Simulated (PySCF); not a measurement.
## Excitation energy of Fe²⁺ by level of theory

Fe²⁺ [Ar] 3d6 (5D) → Fe²⁺ [Ar] 3d5 4p1 (7P), as a difference of total energies. Computed with PySCF 2.14 in dyall-av2z, with no relativity, point nucleus. Correlated levels: valence: [Ar] frozen; virtual orbitals above 40 to 60 times the deepest correlated orbital energy dropped. The calculations carry no spin-orbit coupling.

```tsv
method	excitation energy (eV)
UHF	8.822
LDA	10.749
PBE	10.655
PBE0	10.453
r2SCAN	10.226
r2SCAN0	10.160
revPBE	10.650
PBEsol	10.624
M06	10.410
MP2 (valence)	9.953
SCS-MP2 (valence)	10.271
```

How much does correlation contribute at MP2 (valence)?

9.953 − (8.822) = 1.131 eV, measured against UHF.

A first-order spin-orbit estimate (lowest level to lowest level, LS coupling) adds 0.013 eV.
